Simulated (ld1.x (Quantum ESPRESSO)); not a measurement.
## Before and after: ultrasoft potential for argon (Ar)

* Element: argon
* Generator: ld1.x (Quantum ESPRESSO) 7.5
* Type: ultrasoft
* Functional: PBE
* Relativity: scalar-relativistic
* Frozen core: [Ne]
* Valence charge: 8
* Reference configuration: 3s2 3p4 (charge +2)
* Partial waves: 3s (bound): rcut 1.00, rcutus 1.20 bohr; 3s channel at -0.65 Ry: rcut 1.00, rcutus 1.20 bohr; 3p (bound): rcut 0.90, rcutus 1.05 bohr; 3p channel at -1.9 Ry: rcut 0.90, rcutus 1.05 bohr; 3d channel at 0.45 Ry: rcut 0.90, rcutus 1.20 bohr; 3d channel at 2.9 Ry: rcut 0.90, rcutus 1.20 bohr
* Local potential: all-electron potential smoothed inside 0.85 bohr (lloc = -1)
* Core correction: none
* Augmentation charge: PSQ, inside the norm-conserving radii

Change: core correction a·sin(br)/r model core inside 0.60 bohr.

Cutoffs: the cutoffs (Ry, on a coarse ladder) from which the occupation-weighted sum of valence levels, in a spherical-Bessel basis at the reference potential, stays within 10 and 1 mRy of its value at 400 Ry; they do not see the model core or the augmentation charge, which bear on the density cutoff. Errors are all-electron minus pseudo energies relative to the spin-unpolarised reference configuration.

Predict the effect on cutoff, ghosts and configuration errors.

The potential gets neither clearly harder nor softer (35 Ry and 80 Ry → 35 Ry and 80 Ry); of the 6 tests that both files solve, the error grows in 3 and shrinks in 0 by more than 15 % and 0.3 meV (median size 4.4 → 4.4 meV); neither file shows a bound ghost. A model core, the more so a compact one, raises the density cutoff, which this test does not measure.

| quantity | base | changed |
| --- | --- | --- |
| cutoff, loose | 35 Ry | 35 Ry |
| cutoff, tight | 80 Ry | 80 Ry |
| bound ghosts | none | none |
| error for 3s2 3p6, meV [ΔE -44.72 eV] | +4.7 | +5.7 |
| error for 3s2 3p5, meV [ΔE -28.66 eV] | +3.1 | +3.1 |
| error for 3s2 3p3, meV [ΔE 42.58 eV] | -1.8 | -3.5 |
| error for 3s2 3p5.5, meV [ΔE -38.17 eV] | +4.1 | +4.5 |
| error for 3s2 3p2, meV [ΔE 100.22 eV] | +5.0 | -8.2 |
| error for 3s1 3p6, meV [ΔE -14.04 eV] | +4.8 | +4.3 |
| s: phases at 1.30 bohr within 0.05 rad from the reference energy up to (Ry; the scan ends near 5) | to the end of the scan | to the end of the scan |
| p: phases at 1.30 bohr within 0.05 rad from the reference energy up to (Ry; the scan ends near 5) | 4.2 | 4.2 |
| d: phases at 1.30 bohr within 0.05 rad from the reference energy up to (Ry; the scan ends near 5) | to the end of the scan | to the end of the scan |
| lowest overlap eigenvalue by channel | s 0.41, p 0.74, d 0.96 | s 0.41, p 0.74, d 0.96 |
